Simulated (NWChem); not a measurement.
Molecule: C₂HF₂, doublet; SMILES FC(=[CH])F

Computed with NWChem. Spin-unrestricted. Spin-contaminated determinants: UHF/def2-SVP (<S²> = 0.93). In the optimisation the excess spin sits in a' (Cs, its own frame). No stability test was run on the SCF state. Level UHF/def2-SVP: optimisations from one semi-empirical or force-field start; each run changes one setting, and all end within 0.3 mHa of each other.

```
setting                                             optimisation steps
--------------------------------------------------  ------------------
redundant internal coordinates, default thresholds                   6
loose thresholds                                                     4
symmetry off                                                         6
trust radius 0.05                                                    6
```
